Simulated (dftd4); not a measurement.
C$_{4}$H$_{8}$NO, doublet, at a GFN2-xTB geometry; D4 for pbe (dftd4 4.2.0).

dftd4 was given this input:
```
$ dftd4 mol.xyz --func pbe --charge 0 --json dftd4.json --noedisp --grad

# file mol.xyz
14

C      1.65976568    -0.94200713    -0.15316346
C      0.79434405     0.14846511     0.13409617
O      1.20802231     1.20512703     0.61524242
N     -0.55375410    -0.02185898    -0.12037189
C     -1.46771921     1.00555948     0.30337301
C     -1.12854011    -1.21496915    -0.68598781
H      1.31825804    -1.92677478    -0.40461224
H      2.71033890    -0.79143733     0.01272719
H     -2.06699405     1.35635046    -0.54033177
H     -2.13777724     0.63240220     1.08330828
H     -0.87815217     1.83123658     0.69893060
H     -0.57182946    -1.53955070    -1.56552403
H     -1.15861846    -2.03536458     0.03950843
H     -2.15022780    -0.99715512    -0.99325006
```

Q: Predict the main parts of the log of this dftd4 run.

A: 
```
                    ____  _____ _____     ____  _  _
      -------------|  _ \|  ___|_   _|---|  _ \| || |------------
     |             | | | | |_    | | ___ | | | | || |_           |
     |             | |_| |  _|   | ||___|| |_| |__   _|          |
     |             |____/|_|     |_|     |____/   |_|            |
     |             ===================================           |
     |            E. Caldeweyher, S. Ehlert & S. Grimme          |
     |          Mulliken Center for Theoretical Chemistry        |
     |                    University of Bonn                     |
      -----------------------------------------------------------

Rational (Becke-Johnson) damping: pbe-D4-ATM
---------------------
  s6         1.0000
  s8         0.9595
  s9         1.0000
  a1         0.3857
  a2         4.8069
 alp        16.0000
--------------------

Dispersion energy:      -1.0441633620455E-02 Eh

Gradient norm:           8.0793329357617E-04 Eh/a0
--------------------------------------------------
     #    Z           dE/dx      dE/dy      dE/dz
--------------------------------------------------
     1    6 C     3.529E-04 -1.566E-04 -1.517E-05
     2    6 C     1.862E-04  4.111E-05  3.473E-05
     3    8 O     2.279E-04  2.271E-04  1.134E-04
     4    7 N    -9.358E-05  2.756E-05 -9.153E-06
     5    6 C    -2.766E-04  2.248E-04  7.357E-05
     6    6 C    -2.216E-04 -2.603E-04 -1.429E-04
     7    1 H     8.130E-05 -6.311E-05 -8.073E-06
     8    1 H     8.699E-05 -1.807E-05  3.828E-06
     9    1 H    -7.272E-05  6.413E-05 -6.197E-06
    10    1 H    -7.813E-05  4.522E-05  4.253E-05
    11    1 H    -2.130E-05  5.759E-05  2.210E-05
    12    1 H    -4.356E-05 -6.074E-05 -5.991E-05
    13    1 H    -6.400E-05 -8.428E-05 -1.170E-05
    14    1 H    -6.383E-05 -4.440E-05 -3.704E-05
--------------------------------------------------

Virial:
--------------------------------------------------
      component           x          y          z
--------------------------------------------------
          x       4.974E-03 -3.565E-04  4.299E-04
          y      -3.565E-04  3.090E-03  1.188E-03
          z       4.299E-04  1.188E-03  7.493E-04
--------------------------------------------------

[Info] Dispersion results written to 'dftd4.txt'
[Info] JSON dump of results written to 'dftd4.json'
```
